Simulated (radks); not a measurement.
Radial electron density D(r) = 4 pi r^2 rho(r) of an atom or ion with 60 electrons. Method: scalar-relativistic Kohn-Sham, LDA (Slater exchange, Perdew-Wang correlation), spin-polarised, spherical densities, point nucleus; computed with a radial shooting solver on a logarithmic mesh with Libxc functionals.

| r (bohr) | D(r) (e/bohr) | spin D(r) |
|---|---|---|
| 0.00446 | 32.23 | 0.00154 |
| 0.005192 | 38.69 | 0.00181 |
| 0.006045 | 45.78 | 0.00209 |
| 0.007037 | 53.27 | 0.00236 |
| 0.008192 | 60.79 | 0.00257 |
| 0.009537 | 67.88 | 0.00269 |
| 0.0111 | 73.93 | 0.00268 |
| 0.01303 | 78.50 | 0.00246 |
| 0.01517 | 80.64 | 0.00203 |
| 0.01766 | 80.41 | 0.00140 |
| 0.02056 | 78.14 | 0.000623 |
| 0.02393 | 74.78 | -0.000141 |
| 0.02786 | 71.91 | -0.000668 |
| 0.03243 | 71.36 | -0.000705 |
| 0.03806 | 74.92 | -0.0000342 |
| 0.04431 | 82.55 | 0.00119 |
| 0.05158 | 92.71 | 0.00248 |
| 0.06005 | 102.1 | 0.00299 |
| 0.06991 | 106.7 | 0.00194 |
| 0.08138 | 104.1 | -0.000389 |
| 0.09474 | 95.19 | -0.00112 |
| 0.1112 | 84.37 | 0.00761 |
| 0.1294 | 79.23 | 0.0378 |
| 0.1507 | 82.16 | 0.108 |
| 0.1754 | 89.63 | 0.242 |
| 0.2042 | 93.07 | 0.471 |
| 0.2377 | 85.32 | 0.834 |
| 0.2768 | 67.24 | 1.37 |
| 0.3248 | 47.07 | 2.13 |
| 0.3781 | 37.04 | 2.99 |
| 0.4402 | 37.73 | 3.86 |
| 0.5124 | 42.19 | 4.55 |
| 0.5966 | 42.17 | 4.89 |
| 0.6945 | 35.37 | 4.84 |
| 0.8085 | 25.54 | 4.47 |
| 0.9488 | 17.10 | 3.84 |
| 1.105 | 12.61 | 3.10 |
| 1.286 | 10.33 | 2.30 |
| 1.497 | 8.478 | 1.54 |
| 1.743 | 6.321 | 0.933 |
| 2.029 | 4.118 | 0.567 |
| 2.362 | 2.371 | 0.424 |
| 2.772 | 1.246 | 0.409 |
| 3.227 | 0.7149 | 0.412 |
| 3.756 | 0.4560 | 0.369 |
| 4.373 | 0.2939 | 0.274 |
| 5.091 | 0.1674 | 0.164 |
| 5.926 | 0.07717 | 0.0768 |
| 6.899 | 0.02729 | 0.0273 |
| 8.096 | 0.006580 | 0.00658 |
| 9.426 | 0.001200 | 0.00120 |
| 10.97 | 0.0001493 | 0.000149 |

What is the nuclear charge?

Answer. Z = 61. The innermost maximum, from 1s, lies near gamma/Z bohr with gamma = sqrt(1 - (Z/c)^2) = 0.895, here 0.0147 bohr (found: 0.0162), and its height grows with Z. The density is that of the promethium ion Pm+ in [Xe] 4f5 6s1; the configuration itself is not fixed sharply by these data, and Z only to a few units. D(r) has 4 maxima, at r = 0.0162, 0.0716, 0.201, 0.555 bohr, and minima at 0.0309, 0.132, 0.400 bohr, inside which lie 1.95, 11.12, 29.14 electrons.
